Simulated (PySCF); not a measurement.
**Simulated absorption spectrum**

Compound: C7H10OP (charge +1).
SMILES: `C[C@@H]1C[P@H+]1c1ccco1`

Computed, not measured: TDDFT wB97X-D/def2-SVPD, vertical, gas phase, core orbitals frozen in the response (PySCF 2.14.0, density-fitted response routines). Geometry: PBE0-D3(BJ)/def2-SVP, one conformer, isolated ion. Torsions of this conformer, `[CH3:1][C@@H:2]1[CH2:3][P@H+:4]1[c:5]1[cH:6][cH:7][cH:8][o:9]1`: C3–P4–C5–C6 -49°.

Computed states:

| state | E (eV) | f |
| --- | --- | --- |
| S1 | 5.54 | 0.337 |
| S2 | 5.65 | 0.068 |
| S3 | 6.64 | 0.074 |
| S4 | 6.89 | 0.0055 |
| S5 | 7.19 | 0.0054 |
| S6 | 7.24 | 0.014 |
| S7 | 7.40 | 0.0086 |
| S8 | 7.49 | 0.229 |
| S9 | 7.86 | 0.024 |
| S10 | 7.91 | 0.033 |

Each state is given a Gaussian of 0.3 eV full width at half maximum, with ε(max) = 2.175×10⁸ f / Δν̃ (Δν̃ the width in cm⁻¹). The width is an assumption, not a result. The curve ends short of the highest state used, and states not computed would add to its high-energy end.

(1) Give the broadened spectrum and its maxima.

(2) On this curve, what absorbance would a 10⁻⁵ mol/L sample give at 193 nm over a 1 cm path?

Results:

(1) 
λ (nm), ε (L mol⁻¹ cm⁻¹) and a bar:
```
    169.6       9976 #########
    171.3       5199 #####
    173.1       2576 ##
    174.8       1414 #
    176.5        929 #
    178.2        966 #
    180.0       1615 #
    181.7       2904 ###
    183.4       4674 ####
    185.1       6226 #####
    186.9       6684 ######
    188.6       5729 #####
    190.3       3986 ###
    192.0       2272 ##
    193.8       1020 #
    195.5        398 
    197.2        131 
    198.9         37 
    200.7          9 
    202.4          8 
    204.1         28 
    205.8        101 
    207.6        337 
    209.3        906 #
    211.0       2132 ##
    212.7       4431 ####
    214.5       8461 #######
    216.2      13878 ############
    217.9      20413 ##################
    219.6      26988 #######################
    221.4      32368 ############################
    223.1      34583 ##############################
    224.8      33426 #############################
    226.5      29297 #########################
    228.3      22973 ####################
    230.0      16609 ##############
    231.7      10987 ##########
    233.4       6671 ######
    235.2       3596 ###
    236.9       1849 ##
    238.6        882 #
    240.3        391 
    242.1        153 
    243.8         59
```

Maxima: 223 nm (5.55 eV), ε about 35000, made up of S1 (87%) and S2 (13%); 187 nm (6.65 eV), ε about 6700, made up of S3 (99%) (ε in L mol⁻¹ cm⁻¹; maxima over ε = 5, shares over 10%). At its high-energy end, 7.31 eV, the curve is still rising (ε about 9900, from S6 and S8).

(2) 193 nm is 6.424 eV, where ε is about 1500 L mol⁻¹ cm⁻¹, so A = ε c l ≈ 0.015 (Beer–Lambert, with the gas-phase spectrum and the assumed width).

All these states lie below the vertical ionisation energy of 13.20 eV (ΔSCF).
